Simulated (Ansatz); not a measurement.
A short molecular-dynamics run on C₂H₈F₂In₂O₂, SMILES `C[O+]1[In@H-]([F])[O+](C)[In@@H-]1[F]`.

```yaml
crystal:
  periodic: [false, false, false]
  atoms:
    - {symbol: C, position_ang: [0.916191, -2.165952, -0.887896]}
    - {symbol: O, position_ang: [0.923528, -1.155053, 0.113081]}
    - {symbol: In, position_ang: [1.466352, 0.846025, -0.381417]}
    - {symbol: F, position_ang: [0.726621, 1.038658, -2.179828]}
    - {symbol: O, position_ang: [-0.242196, 1.195151, 0.844411]}
    - {symbol: C, position_ang: [-1.224346, 2.147668, 0.454546]}
    - {symbol: In, position_ang: [-0.808173, -0.807375, 1.306496]}
    - {symbol: F, position_ang: [-2.255465, -1.127928, 0.033281]}
    - {symbol: H, position_ang: [0.182709, -1.949719, -1.668697]}
    - {symbol: H, position_ang: [1.907273, -2.243116, -1.343554]}
    - {symbol: H, position_ang: [0.678699, -3.132996, -0.435961]}
    - {symbol: H, position_ang: [2.964737, 1.426897, 0.141613]}
    - {symbol: H, position_ang: [-1.983265, 2.238324, 1.236635]}
    - {symbol: H, position_ang: [-0.758216, 3.128316, 0.324490]}
    - {symbol: H, position_ang: [-1.711196, 1.859687, -0.480567]}
    - {symbol: H, position_ang: [-0.783252, -1.298597, 2.923348]}
basis:
  gaussian: {orbitals: def2-SVP}
hamiltonian: {xc: {name: BLYP}}
md: {timestep: 2 fs, n_steps: 20, ensemble: nvt_nose_hoover, temperature: 500, initial_velocities: maxwell_boltzmann, seed: 715}
```

```sh
$ ansatz run in.yaml --threads 2 --pin off --events-out ev --progress --plain --max-ram 32768MiB --backend cpu
```

```
step  time (fs)  potential energy (eV)  kinetic (eV)  T (K)  conserved (eV)
   0        0.0            -22068.1767        0.9048    500     -22067.2719
   1        2.0            -22067.8255        0.6736    372     -22067.1519
   2        4.0            -22067.9695        0.7228    399     -22067.2469
   3        6.0            -22067.8046        0.6043    334     -22067.2006
   4        8.0            -22067.7726        0.5873    325     -22067.1861
   5       10.0            -22068.0683        0.8230    455     -22067.2468
   6       12.0            -22067.9345        0.7369    407     -22067.1999
   7       14.0            -22068.0010        0.7658    423     -22067.2382
   8       16.0            -22068.0119        0.7886    436     -22067.2273
   9       18.0            -22067.8305        0.6424    355     -22067.1931
  10       20.0            -22067.9816        0.7646    422     -22067.2232
  11       22.0            -22067.9985        0.7568    418     -22067.2492
  12       24.0            -22067.8086        0.6458    357     -22067.1716
  13       26.0            -22068.0170        0.7829    433     -22067.2444
  14       28.0            -22067.7536        0.5789    320     -22067.1865
  15       30.0            -22067.7400        0.5635    311     -22067.1898
  16       32.0            -22067.9004        0.6714    371     -22067.2441
  17       34.0            -22067.6521        0.4988    276     -22067.1701
  18       36.0            -22067.8176        0.5856    324     -22067.2507
  19       38.0            -22067.6820        0.4902    271     -22067.2125
  20       40.0            -22067.4981        0.3423    189     -22067.1783
```

Velocities are drawn at the set temperature; a run this short doesn't reach equilibrium.

Frames (Å, forces in eV/Å):

```xyz
16
time=0.0 fs
C     0.916   -2.166   -0.888    0.002   -0.049   -0.044
O     0.924   -1.155    0.113    0.373   -0.243    0.266
In    1.466    0.846   -0.381    0.842    0.379    0.127
F     0.727    1.039   -2.180   -0.341    0.086   -0.820
O    -0.242    1.195    0.844    0.119    0.271    0.426
C    -1.224    2.148    0.455   -0.044    0.048   -0.014
In   -0.808   -0.807    1.306   -0.141   -0.337    0.857
F    -2.255   -1.128    0.033   -0.659   -0.145   -0.584
H     0.183   -1.950   -1.669   -0.373    0.052   -0.454
H     1.907   -2.243   -1.344    0.514   -0.084   -0.263
H     0.679   -3.133   -0.436   -0.111   -0.537    0.199
H     2.965    1.427    0.142    0.329    0.125    0.121
H    -1.983    2.238    1.237   -0.421    0.089    0.394
H    -0.758    3.128    0.324    0.203    0.542   -0.070
H    -1.711    1.860   -0.481   -0.304   -0.092   -0.497
H    -0.783   -1.299    2.923    0.011   -0.106    0.357
16
time=4.0 fs
C     0.948   -2.163   -0.899   -0.216    0.355   -0.966
O     0.943   -1.138    0.114    0.262   -1.248   -0.003
In    1.470    0.851   -0.386    1.749    0.768    0.503
F     0.721    1.021   -2.180   -0.398    0.108   -0.927
O    -0.216    1.202    0.868    0.179   -0.114   -0.107
C    -1.206    2.144    0.449    0.886    1.302    0.027
In   -0.825   -0.811    1.307    0.473   -0.008    0.347
F    -2.263   -1.145    0.059   -0.967   -0.207   -0.892
H     0.237   -1.889   -1.726   -0.009   -0.399    0.421
H     1.921   -2.254   -1.405    0.571    0.281    0.076
H     0.773   -3.184   -0.515   -0.442    0.016    0.357
H     3.057    1.470    0.119   -0.519   -0.198   -0.158
H    -1.919    2.133    1.289   -0.631    0.606   -0.227
H    -0.656    3.166    0.376   -1.073   -0.950    0.085
H    -1.679    1.914   -0.543    0.099   -0.009    0.435
H    -0.795   -1.211    2.899    0.037   -0.303    1.029
16
time=8.0 fs
C     0.973   -2.156   -0.920    2.380   -0.708   -0.950
O     0.965   -1.133    0.115    0.003   -1.697   -0.249
In    1.476    0.857   -0.391    1.790    0.783    0.394
F     0.712    1.005   -2.187   -0.378    0.099   -0.795
O    -0.189    1.208    0.891   -0.066   -0.103   -0.333
C    -1.177    2.154    0.445   -1.433   -1.048    1.853
In   -0.841   -0.814    1.309    0.948   -0.072    1.477
F    -2.278   -1.164    0.077   -1.094   -0.264   -0.996
H     0.282   -1.882   -1.736   -0.308   -0.218    0.001
H     2.066   -2.232   -1.478   -2.032    0.322    1.342
H     0.803   -3.231   -0.541   -0.104    1.293   -0.093
H     3.078    1.486    0.074   -0.571   -0.218   -0.154
H    -1.953    2.118    1.315    0.476    0.563   -1.505
H    -0.688    3.103    0.438    0.301    1.548   -0.061
H    -1.637    1.962   -0.554    0.080   -0.235    0.264
H    -0.802   -1.164    3.010    0.008   -0.044   -0.196
16
time=12.0 fs
C     1.025   -2.155   -0.952   -2.639    1.669    0.932
O     0.987   -1.143    0.114   -0.262   -1.118   -0.092
In    1.484    0.863   -0.395    0.821    0.300   -0.044
F     0.700    0.989   -2.200   -0.275    0.060   -0.490
O    -0.163    1.214    0.911   -0.694    0.250   -0.155
C    -1.160    2.157    0.460    1.693    1.235   -0.273
In   -0.856   -0.817    1.312    1.252   -0.089    1.818
F    -2.303   -1.186    0.088   -0.974   -0.245   -0.872
H     0.286   -1.909   -1.739   -0.080   -0.036   -0.068
H     1.960   -2.163   -1.378    2.970   -0.031   -1.257
H     0.810   -3.128   -0.565   -0.299   -1.245    0.675
H     3.020    1.472    0.009    0.220    0.107    0.082
H    -1.951    2.182    1.159   -1.568   -0.032    1.323
H    -0.710    3.199    0.490   -0.243   -0.585   -0.213
H    -1.584    1.975   -0.534    0.105   -0.282   -0.480
H    -0.807   -1.127    3.098   -0.028    0.042   -0.885
16
time=16.0 fs
C     1.055   -2.139   -0.976    0.578   -0.227    0.595
O     1.006   -1.165    0.112   -0.541   -0.350   -0.062
In    1.493    0.870   -0.398    0.008   -0.131   -0.478
F     0.686    0.973   -2.218   -0.125    0.032   -0.083
O    -0.143    1.222    0.930   -1.077    0.569    0.143
C    -1.132    2.173    0.477   -1.383    1.038    0.028
In   -0.870   -0.821    1.318    1.074    0.002    0.966
F    -2.335   -1.209    0.091   -0.564   -0.147   -0.564
H     0.279   -1.941   -1.754    0.403    0.150   -0.046
H     2.139   -2.099   -1.391   -1.467   -0.436    0.244
H     0.791   -3.143   -0.519    0.575    0.423   -0.483
H     2.994    1.473   -0.045    0.771    0.330    0.223
H    -2.098    2.241    1.120    1.237   -0.541   -0.317
H    -0.751    3.244    0.513    0.104   -0.772   -0.137
H    -1.510    1.951   -0.564    0.423    0.119    0.431
H    -0.816   -1.084    3.061   -0.014   -0.059   -0.462
16
time=20.0 fs
C     1.086   -2.123   -0.990    1.264   -0.672    0.544
O     1.020   -1.189    0.110   -0.590    0.428    0.085
In    1.503    0.878   -0.403    0.405   -0.040   -0.409
F     0.671    0.958   -2.236    0.034    0.039    0.281
O    -0.132    1.235    0.950   -0.795    0.381    0.383
C    -1.117    2.198    0.494   -1.287   -1.208   -0.349
In   -0.882   -0.824    1.325    0.746    0.190   -0.816
F    -2.371   -1.233    0.090   -0.062    0.003   -0.183
H     0.327   -1.950   -1.778    0.185    0.290   -0.187
H     2.194   -2.093   -1.405   -1.853   -0.321    0.387
H     0.845   -3.125   -0.530    0.468    0.174   -0.552
H     3.070    1.519   -0.069   -0.063   -0.010    0.027
H    -2.102    2.225    1.063    0.812   -0.455    0.050
H    -0.767    3.209    0.517    0.853    1.245    0.125
H    -1.382    1.941   -0.549   -0.153    0.221   -0.229
H    -0.827   -1.052    2.964    0.037   -0.265    0.844
16
time=24.0 fs
C     1.125   -2.114   -0.997   -3.477    0.175    0.983
O     1.029   -1.210    0.108   -0.433    0.895    0.352
In    1.513    0.885   -0.408    0.582    0.003   -0.303
F     0.656    0.943   -2.252    0.169    0.055    0.576
O    -0.130    1.251    0.973   -0.338   -0.054    0.295
C    -1.113    2.215    0.503    2.289    0.815   -1.487
In   -0.893   -0.828    1.331    0.516    0.130   -1.170
F    -2.408   -1.258    0.088    0.365    0.145    0.194
H     0.404   -1.918   -1.824   -0.041    0.113    0.179
H     2.059   -2.130   -1.393    3.753    0.258   -1.470
H     0.961   -3.104   -0.611   -0.380   -1.239    0.271
H     3.140    1.565   -0.088   -0.661   -0.262   -0.094
H    -2.028    2.142    1.036   -1.359   -0.007    0.997
H    -0.686    3.290    0.538   -0.528   -1.131    0.225
H    -1.272    1.967   -0.561   -0.485    0.349   -0.250
H    -0.833   -1.058    2.979    0.030   -0.245    0.702
16
time=28.0 fs
C     1.140   -2.107   -0.996    2.239   -1.812   -0.950
O     1.033   -1.222    0.110   -0.325    0.589    0.194
In    1.524    0.892   -0.414    0.025   -0.214   -0.404
F     0.642    0.929   -2.264    0.260    0.067    0.816
O    -0.131    1.267    0.999    0.112   -0.406   -0.219
C    -1.088    2.237    0.498   -1.220   -1.321    0.144
In   -0.903   -0.831    1.335    0.301   -0.047   -0.268
F    -2.442   -1.281    0.086    0.686    0.243    0.488
H     0.474   -1.868   -1.849   -0.268   -0.019    0.134
H     2.256   -2.133   -1.505   -1.948    0.413    1.204
H     1.034   -3.212   -0.672   -0.261    1.206   -0.256
H     3.118    1.574   -0.119   -0.383   -0.164   -0.029
H    -2.082    2.067    1.112    1.374    0.781   -1.144
H    -0.664    3.244    0.593   -0.146    0.483    0.361
H    -1.234    2.042   -0.603   -0.423    0.233    0.507
H    -0.835   -1.100    3.091   -0.024   -0.031   -0.577
16
time=32.0 fs
C     1.178   -2.119   -1.007    0.644    0.487   -1.082
O     1.035   -1.229    0.113   -0.275    0.417    0.254
In    1.534    0.898   -0.420   -1.182   -0.773   -0.504
F     0.631    0.915   -2.269    0.326    0.070    0.927
O    -0.131    1.280    1.023    0.261   -0.735   -0.790
C    -1.074    2.246    0.493    0.988    0.099    0.237
In   -0.913   -0.834    1.339    0.266   -0.148   -0.236
F    -2.471   -1.302    0.089    0.873    0.321    0.651
H     0.508   -1.822   -1.850   -0.086   -0.258    0.218
H     2.221   -2.075   -1.464   -0.453    0.229    0.546
H     1.063   -3.182   -0.759   -0.422   -0.300    0.403
H     3.044    1.561   -0.153    0.569    0.245    0.147
H    -1.979    2.096    1.049   -1.289    0.225    0.408
H    -0.668    3.254    0.701   -0.131    0.224   -0.011
H    -1.258    2.150   -0.588   -0.043   -0.159   -0.297
H    -0.841   -1.148    3.125   -0.045    0.056   -0.870
16
time=36.0 fs
C     1.217   -2.127   -1.028   -1.964    0.848    0.749
O     1.033   -1.232    0.119   -0.393    0.341    0.226
In    1.544    0.904   -0.426   -1.358   -0.915   -0.398
F     0.622    0.902   -2.266    0.363    0.076    0.916
O    -0.128    1.285    1.040   -0.055   -0.610   -1.166
C    -1.051    2.254    0.492   -0.510    1.478    1.334
In   -0.922   -0.837    1.343    0.211   -0.085   -1.132
F    -2.493   -1.321    0.097    0.986    0.379    0.704
H     0.525   -1.812   -1.826   -0.124   -0.133   -0.325
H     2.203   -1.974   -1.375    1.847   -0.092   -0.662
H     1.032   -3.184   -0.792    0.032   -0.246    0.339
H     3.048    1.581   -0.167    0.572    0.254    0.147
H    -2.031    2.165    1.026    0.098   -0.091   -0.163
H    -0.688    3.301    0.806   -0.201   -0.850   -0.602
H    -1.286    2.238   -0.600    0.506   -0.310    0.120
H    -0.852   -1.189    3.037   -0.011   -0.044   -0.087
16
time=40.0 fs
C     1.236   -2.123   -1.041    1.301    0.616    0.506
O     1.028   -1.231    0.127   -0.357    0.172   -0.254
In    1.551    0.909   -0.434   -0.516   -0.580   -0.065
F     0.616    0.889   -2.256    0.339    0.110    0.788
O    -0.127    1.285    1.045   -0.274   -0.411   -1.088
C    -1.032    2.279    0.505   -2.584   -0.627    0.889
In   -0.932   -0.841    1.345    0.164    0.187   -2.214
F    -2.507   -1.337    0.111    0.991    0.408    0.659
H     0.530   -1.823   -1.844    0.332   -0.054   -0.203
H     2.395   -1.899   -1.369   -2.449   -1.069    0.383
H     1.006   -3.220   -0.774    0.649    1.100   -0.137
H     3.128    1.636   -0.161   -0.376   -0.184   -0.024
H    -2.104    2.216    1.001    1.475   -0.310   -0.639
H    -0.727    3.254    0.834    0.731    1.217    0.084
H    -1.242    2.279   -0.598    0.525   -0.306    0.287
H    -0.865   -1.239    2.940    0.050   -0.270    1.029
```

Hardware: 2 threads of a server CPU on a shared host. Wall time 2.5 min, peak host memory 0.81 GiB.
